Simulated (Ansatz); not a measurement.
Q: Predict a relaxed structure of PtBr2 (the lowest singlet isomer of a short search), charge 0, singlet, at B3LYP-D4/def2-TZVP (Ansatz).

A: 
```xyz
3

Pt    0.037   -0.055    0.857
Br   -1.844   -0.587   -0.389
Br    1.806    0.642   -0.468
```
Point group C2v (tolerance 0.1 Å). The metal has 2 neighbours: Br 2.32 Å, Br 2.32 Å. This is one stationary point.

In the def2 sets Pt takes a core potential; there is no spin–orbit coupling. The restricted singlet is unstable towards broken spin symmetry at other levels; at B3LYP-D4/def2-TZVP this wasn't settled. The relaxation made no stability test and no search for a lower SCF solution. At B3LYP-D4/def2-TZVP a triplet of charge 0 lies 0.48 eV below the restricted singlet, each at its own geometry. The structure comes from a short search, and lower isomers may exist.
